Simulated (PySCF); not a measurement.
# Two-dimensional NMR puzzle

Compound of formula C₂H₇BN₂. Correlations simulated from computed shifts and couplings:

HSQC (one-bond C–H):
| δH | δC | 1J(C,H) (Hz) |
| --- | --- | --- |
| 2.76 | 33.3 | 148 |

HMBC (two and three bonds, |J| ≥ 2.5 Hz):
| δH | δC [abs. J in Hz] |
| --- | --- |
| 2.25 | 135.2 [5.5], 33.3 [7.5] |

Carbons without hydrogens: δ 135.2.

How the numbers were obtained: σ from GIAO-PBE0/pcSseg-1, geometry: PBE0-D3(BJ)/def2-SVP, B3LYP/pcJ-1 coupling constants (spin–dipole term only in couplings to heteroatoms), in PySCF (gas phase, fast rotation and ring inversion assumed for equivalent nuclei, non-relativistic, one computed conformer).

Scale: 1H (31.27 ppm), 13C (184.41 ppm) against TMS (reference shieldings calculated alike).

Exchangeable hydrogens are left out of these lists, and C,H couplings along chains are those of one rotamer, so weak HMBC peaks may be missing or extra.

Task: Work out the connectivity.

Result: `[NH2+](C)[BH2-]C#N`.

Atoms are numbered as in `[CH3:1][NH2+:2][BH2-:3][C:4]#[N:5]` (H(Xn): hydrogen on atom n).

δC 135.2 is C4, a nitrile carbon. δC 33.3 is C1, a methyl carbon bonded to N (δH 2.76). HMBC from δH 2.25 reaches the proton-free carbon C4.

OH and NH positions are those of a molecule without intermolecular hydrogen bonds; in solution they move with solvent, concentration and temperature, and exchange usually removes their couplings. Hydrogens on boron are broadened and split by 11B (spin 3/2, 80 %) and 10B (spin 3). A carbon bonded to boron is broadened by the quadrupolar boron nucleus and is often missing from a measured spectrum. Shifts are as computed. Against solution values, carbons near 30 ppm lie about +2 ppm off and those near 130 ppm about +5 ppm. Of 1211 compounds with measured shifts, 218 miss one by over three times the rms of a fit or turn the order of signals round; such compounds aren't used in these exercises. Across freely rotating sp3–sp3 bonds, 3J(H,H) is taken as (2 J gauche + J anti)/3 from the one conformer, which assumes equal rotamer populations.
